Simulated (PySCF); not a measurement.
## How methods differ on the ionisation energy of Cr²⁺

Cr²⁺ [Ar] 3d4 (5D) → Cr³⁺ [Ar] 3d3 (4F), as a difference of total energies. Computed with PySCF 2.14 in aug-cc-pVDZ (7s6p4d2f, 59 functions), with no relativity, point nucleus. Correlated levels: valence: [Ar] frozen. The calculations carry no spin-orbit coupling.

```json
{"method": "UHF", "ionisation energy (eV)": "30.161", "plus first-order spin-orbit estimate": "30.134", "difference from reference of that sum (eV)": "-0.825"}
{"method": "LDA", "ionisation energy (eV)": "32.370", "plus first-order spin-orbit estimate": "32.342", "difference from reference of that sum (eV)": "+1.383"}
{"method": "PBE", "ionisation energy (eV)": "31.986", "plus first-order spin-orbit estimate": "31.959", "difference from reference of that sum (eV)": "+1.000"}
{"method": "PBE0", "ionisation energy (eV)": "31.796", "plus first-order spin-orbit estimate": "31.769", "difference from reference of that sum (eV)": "+0.810"}
{"method": "r2SCAN", "ionisation energy (eV)": "31.532", "plus first-order spin-orbit estimate": "31.505", "difference from reference of that sum (eV)": "+0.546"}
{"method": "wB97X", "ionisation energy (eV)": "31.396", "plus first-order spin-orbit estimate": "31.369", "difference from reference of that sum (eV)": "+0.410"}
{"method": "M06-2X", "ionisation energy (eV)": "31.546", "plus first-order spin-orbit estimate": "31.519", "difference from reference of that sum (eV)": "+0.560"}
{"method": "CAM-B3LYP", "ionisation energy (eV)": "31.796", "plus first-order spin-orbit estimate": "31.769", "difference from reference of that sum (eV)": "+0.810"}
{"method": "wB97M-V", "ionisation energy (eV)": "31.492", "plus first-order spin-orbit estimate": "31.465", "difference from reference of that sum (eV)": "+0.506"}
{"method": "MP2 (valence)", "ionisation energy (eV)": "30.726", "plus first-order spin-orbit estimate": "30.699", "difference from reference of that sum (eV)": "-0.260"}
{"method": "SCS-MP2 (valence)", "ionisation energy (eV)": "30.349", "plus first-order spin-orbit estimate": "30.322", "difference from reference of that sum (eV)": "-0.637"}
```

Reference: 30.959 ± 0.025 eV (measured; NIST Atomic Spectra Database, ionization energies).

A first-order spin-orbit estimate (lowest level to lowest level, LS coupling) adds -0.027 eV.

These non-relativistic numbers lack the scalar-relativistic shift.

Errors of the correlated levels include the incompleteness of this basis and the frozen core.
